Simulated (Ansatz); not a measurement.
Reaction (redistribution): `C[SiH](O)Br` + `[O]=[V]([OH])([Cl])[Cl]` → `C[SiH](Cl)Br` + `[O]=[V]([OH])([OH])[Cl]`

Gas-phase electronic energies from Ansatz, PBE0-D4/def2-TZVP geometries. CCSD(T)/CBS is the MP2 limit (def2-TZVPP, def2-QZVPP) plus CCSD(T) − MP2 in def2-TZVPP, frozen cores. DFT in def2-TZVPP. For Br, V outer-core shells are correlated without core-valence functions, which leaves a few kJ/mol of doubt a bond. Scalar relativity is left out up to krypton. One conformer a species, not always the lowest.

```json
{"level": "r2SCAN-D4", "ΔE (kJ/mol)": "19.2"}
{"level": "CAM-B3LYP-D4", "ΔE (kJ/mol)": "18.6"}
```

Task: What does CCSD(T)/CBS give? (Estimate.)

Result: Ansatz gave: +19.3 kJ/mol. The listed levels differ from it by -0.1, -0.7 kJ/mol.

Task: What do rigid-rotor, harmonic-oscillator terms from PBE0-D4/def2-TZVP frequencies (298.15 K, 1 bar) make of the CCSD(T)/CBS value? (Estimate.)

Result: The calculation gave: ΔZPE = -0.6 kJ/mol, ΔH = +18.2 kJ/mol, ΔS = -4 J/(mol·K), ΔG = +19.4 kJ/mol.

Largest T1 diagnostic among the species: 0.032, so the coupled-cluster value is less sure than usual.

Leaving LDA and LC-ωPBE aside and taking each functional with its dispersion term where it has one, the values, not all of them listed here, spread over 18.5 kJ/mol, from revPBE-D4 to B2PLYP. At CCSD(T), def2-SVP lies −10.3 kJ/mol from the extrapolated value and def2-TZVPP +2.6 kJ/mol. From BLYP to BHLYP (50 % exact exchange), in def2-TZVPP and without D4, ΔE moves by +3.3 kJ/mol.
